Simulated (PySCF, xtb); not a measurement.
chloro(difluoro)methane (CHClF2), SMILES FC(F)Cl.

GFN2-xTB in xtb at its own geometry gives an orbital gap of 7.01 eV and a dipole moment of 1.82 D.

Coordinates come from a PBE0-D3(BJ)/def2-SVP optimisation.

What does PBE/def2-TZVPD (PySCF) give? (An estimate is asked for; the answer gives what the named calculation found.)

gap 7.12 eV (levels -8.14 and -1.02 eV), dipole 1.31 D.
